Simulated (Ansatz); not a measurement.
H$_{8}$NO$_{2}$ScSi$_{2}$, SMILES `[NH2][Sc]([O][SiH3])[O][SiH3]` at its PBE0-D4/def2-TZVP geometry, where that method's forces vanish. The species carries charge 0 and has multiplicity 1.

```xyz
14

N    -0.1262   -2.6255    0.6598
Sc   -0.0334   -0.7123    0.1787
O     0.9793   -0.2274   -1.3520
Si    1.8280    0.2960   -2.6377
O    -0.9638    0.5253    1.2770
Si   -1.7335    1.6664    2.1445
H    -0.6265   -3.0214    1.4458
H     0.3176   -3.3905    0.1672
H     1.5743    1.7424   -2.8889
H     3.2881    0.1100   -2.4090
H     1.4449   -0.4632   -3.8607
H    -1.7239    1.3187    3.5930
H    -1.0745    2.9922    1.9800
H    -3.1506    1.7894    1.7023
```

Q: What forces (eV/Å) does ωB97M-V/def2-TZVPP give on these atoms in Ansatz 0.2.0? (Best estimate.)

A: Computed: 
```
N1  -0.006 -0.159  0.039
Sc2 -0.002 -0.032  0.008
O3   0.040  0.025 -0.058
Si4  0.166  0.094 -0.258
O5  -0.036  0.053  0.039
Si6 -0.152  0.217  0.180
H7   0.022 -0.013 -0.029
H8  -0.024  0.007  0.032
H9   0.030 -0.171  0.033
H10 -0.172  0.024 -0.024
H11  0.044  0.089  0.145
H12 -0.001  0.040 -0.172
H13 -0.077 -0.157  0.016
H14  0.168 -0.015  0.049
```
